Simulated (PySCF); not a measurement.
**Exercise with solution: entropy of an ideal gas**

AlF2, SMILES [F][Al+][F], charge +1.

Geometry: B3LYP-D3(BJ)/def2-TZVP. The multiplicity is an assumed one; other spin states were not compared. The isomer is the one that the SMILES or the coordinates give; other isomers of the formula were not compared.

B3LYP-D3(BJ)/def2-TZVP (PySCF) gives the harmonic wavenumbers 187, 187, 755, 1159 cm⁻¹ and the rotational temperature 0.2519 K. The molar mass is 64.98 g/mol, the symmetry number 2, the spin multiplicity 1.

Problem. Work out the entropy at 298.15 K and 1 atm in the rigid-rotor, harmonic-oscillator model.

Solution. 
Translation (Sackur–Tetrode at 1 atm): S = R[1.5 ln M + 2.5 ln T − 1.16487] = 160.8 J/(mol K).
Rotation: q = T/(σ θ) = 592, S = R[ln q + 1] = 61.4 J/(mol K).
Vibration: with u = 1.4388 ν/T, each mode gives R[u/(e^u − 1) − ln(1 − e^−u)]:
```tsv
ν (cm⁻¹)	modes	u	S (J/(mol K))
187	2	0.90	18.89
755	1	3.64	1.03
1159	1	5.59	0.20
```
These are all the modes. Sum 20.1 J/(mol K).
Spin: R ln 1 = 0.0 J/(mol K).
Total 242.3 J/(mol K); the program's own thermochemistry gives 242.4. Translation makes up 66 % and vibration 8 %. Anharmonicity, hindered rotation and orbital degeneracy are left out.
